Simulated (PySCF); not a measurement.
ClH4MoN3, SMILES [Cl][Mo]([NH2])(=[NH])=[NH], multiplicity 1.

Geometry: B3LYP-D3(BJ)/def2-SVP. The multiplicity is an assumed one; no other spin state was optimised. The structure was generated by enumeration; whether it is a known compound was not checked. The def2 effective core potentials stand for the cores of Mo; spin–orbit coupling is left out. The values are those of a single conformer.

Two levels are set side by side: PBE/def2-TZVP (PySCF) and CAM-B3LYP/def2-TZVP (PySCF). Same geometry, gas phase. Differences are taken from unrounded values.

```csv
quantity,CAM-B3LYP,PBE,PBE minus CAM-B3LYP
orbital gap (eV),8.27,3.93,-4.35
highest occupied level (eV),-8.99,-6.40,2.59
lowest empty level (eV),-0.72,-2.47,-1.75
dipole moment (D),3.82,3.64,-0.18
mean polarisability (bohr³),76.1,78.8,2.7
```

Without exact exchange PBE keeps part of each electron's self-repulsion, which lifts occupied levels and narrows the gap. Loosely held outer electrons make PBE densities more polarisable. Differences between two approximate levels are no errors against the true value.

Rough cost on one machine, each run with all the roots and properties that it gave: CAM-B3LYP against PBE within a factor of 2.
